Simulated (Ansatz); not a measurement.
Compare A (`COCN[SiH3]`) with its isomer B (`NCOC[SiH3]`).

Gas-phase electronic energies from Ansatz, PBE0-D4/def2-TZVP geometries. CBS: MP2 limit from def2 TZ/QZ plus the TZ coupled-cluster correction, frozen cores. Functionals use def2-TZVPP. B3LYP here is the variant with VWN-RPA as its local correlation; programs differ in this. Each species was taken in one conformer, which may not be the lowest.

Task: Which isomer does CCSD(T)/CBS put lower? Give the gap. (Estimate.)

Result: Computed: A, by 15.7 kcal/mol.

Task: Give E(B) − E(A) in kcal/mol with PBE0-D4, B2PLYP, B3LYP, MP2/def2-TZVPP, CCSD/def2-TZVPP, HF/def2-TZVPP, B3LYP-D4. (Best estimate.)

Result: Computed: PBE0-D4 14.7, B2PLYP 16.0, B3LYP 15.2, MP2/def2-TZVPP 16.8, CCSD/def2-TZVPP 16.2, HF/def2-TZVPP 17.6, B3LYP-D4 16.0. None reverses the order clearly.

Largest T1 diagnostic: 0.011.

The D4 term adds +0.8 kcal/mol with B3LYP and +0.4 kcal/mol with PBE0; it sums over pairs of atoms, weighted by their polarisabilities, and B3LYP, whose exchange is more repulsive, gets the larger term. From PBE to PBE0 (25 % exact exchange), in def2-TZVPP and without D4, E(B) − E(A) moves by +0.9 kcal/mol.
